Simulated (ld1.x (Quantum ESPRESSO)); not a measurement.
Values are calculated unless marked as measured or tabulated.
## Pseudopotentials across the periodic table

Generated with ld1.x 7.5 (TM, RRKJ, ultrasoft, PAW), atompaw 4.2 or ONCVPSP 4.0.1. The cutoff is in Ry: for ld1.x and atompaw files where the sum of valence levels is converged to 10 mRy in a Bessel basis, for ONCV files where the hardest occupied wave has 1 mHa per electron of residual kinetic energy. The error is the largest all-electron minus pseudo excitation energy over each file’s own four to seven test configurations (ionisations up to +4, promotions, holes and added fractions of an electron), all of which were solved. The labels leave out finer settings (local radius, basis sizes, second energies), which also bear on the numbers. Spin-polarised tests are not counted. The rows are a selection from randomly drawn settings: files with unsolved tests, undetermined cutoffs or missed reference levels are left out.

```tsv
element	potential	cutoff (Ry)	largest error (meV)	bound ghosts
F	TM semilocal, LDA (PZ), non-relativistic, rc 0.74/1.85/1.45 (spd), local p, core correction yes, reference 2s2 2p5	110	+1969	none
Ne	ultrasoft, PBEsol, non-relativistic, rc 0.65/1.10/0.85 (spd), local smoothed, core correction yes, reference 2s2 2p6	70	-28	none
Ni	TM, LDA (PZ), fully relativistic, rc 1.85/2.00/1.50/1.90 (spdf), local smoothed, core correction no, reference 3d8 4s2 4p0	120	+18	none
Ge	TM, PBE, scalar-relativistic, rc 1.40/1.95 (sp), local s, core correction no, reference 4s1.5 4p2.5	35	+77	none
```

(1) Fill in the row for Pr: TM, LDA (PZ), scalar-relativistic, rc 3.15/3.35/3.10 (spd), local s, core correction yes, reference 5d1 6s1 6p0.

(2) Fill in the row for Si: TM, revPBE, scalar-relativistic, rc 1.30/2.40/2.15 (spd), local p, core correction yes, reference 3s1.5 3p2.5.

(3) Fill in the row for Os: TM, PBE, scalar-relativistic, rc 3.05/3.35/2.75 (spd), local s, core correction yes, reference 5d6 6s2 6p0.

Results:

(1) cutoff 12 Ry, largest error -93 meV, bound ghosts: none.

(2) cutoff 40 Ry, largest error +9.2 meV, bound ghosts: none.

(3) cutoff 30 Ry, largest error -249 meV, bound ghosts: none.
